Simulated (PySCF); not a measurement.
Molecule: `[SiH3][SiH2]CC`, C₂H₁₀Si₂.

Structure with atom numbers: `[CH3:1][CH2:2][SiH2:3][SiH3:4]`; H(Xn) means a hydrogen on atom n.

Geometry PBE0-D3(BJ)/def2-SVP throughout; GIAO in PySCF, gas phase, one conformer, non-relativistic; equivalent atoms averaged; basis pcSseg-2.

(1) How do the absolute shieldings σ depend on the functional? (ppm; last column core-seconds on 1 thread of an Arm Neoverse N1, shared host; the GGAs took longer than the global hybrids here, which isn't the general rule, and the cause wasn't traced)

(2) Which nucleus moves most, in ppm?

## Answers

(1) 
```
functional           kind     C1     C2    Si3    Si4  H(Si3)  H(Si4)  H(C1)  H(C2)  core-s
        HF   Hartree–Fock  179.8  189.3  438.6  478.4   28.00   28.32  30.59  31.02      39
       LDA            LDA  169.5  175.3  375.8  433.0   26.46   27.07  29.67  29.71      63
       PBE            GGA  166.8  173.2  391.6  442.6   27.06   27.59  30.05  30.14      82
      BLYP            GGA  161.9  167.5  375.2  426.6   27.36   27.85  30.21  30.37      81
      BP86            GGA  166.4  173.1  389.3  439.2   27.13   27.65  30.11  30.22      81
      OPBE            GGA  171.5  178.5  420.3  465.6   27.15   27.65  30.10  30.15      84
       KT2            GGA  169.1  175.9  418.1  467.3   27.10   27.64  30.03  30.12      84
       KT3            GGA  167.6  174.0  420.6  466.3   27.45   27.93  30.20  30.31      83
     B97-D            GGA  165.6  172.1  399.5  447.1   27.43   27.91  30.23  30.40      83
     B3LYP  global hybrid  166.6  173.3  388.1  436.8   27.46   27.91  30.25  30.47      72
```

(2) Si3 (silicon bonded to C, Si, 2 H): from 375.2 ppm with BLYP to 438.6 ppm with HF. The smallest spread is 0.92 ppm, at H(C1). Proton shifts span only some 12 ppm, so a few tenths of a ppm matter as much there as several ppm in carbon.
